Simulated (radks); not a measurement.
Problem. Method: non-relativistic Kohn-Sham, LDA (Slater exchange, Perdew-Wang correlation), spin-polarised, spherical densities, point nucleus; open shells are filled with parallel spins first (spin-orbit coupling, left out, can overturn this in heavy ions); computed with a radial shooting solver on a logarithmic mesh with Libxc functionals. Response by self-consistent Sternheimer equations with the Hartree and adiabatic LDA kernel. For heavy and open-shell atoms this level of theory can miss by tens of per cent. Rank Mn, Br2+, Rb+, Rh2+, Pd+, Al+, Mg, Ca3+, Pd (NIST ground configurations) by static dipole polarisability, largest first.

Solution. Mg 71.39, Mn 68.19, Pd 28.39, Al+ 23.48, Pd+ 11.61, Rb+ 9.514, Br2+ 8.369, Rh2+ 7.313, Ca3+ 2.549 bohr^3.
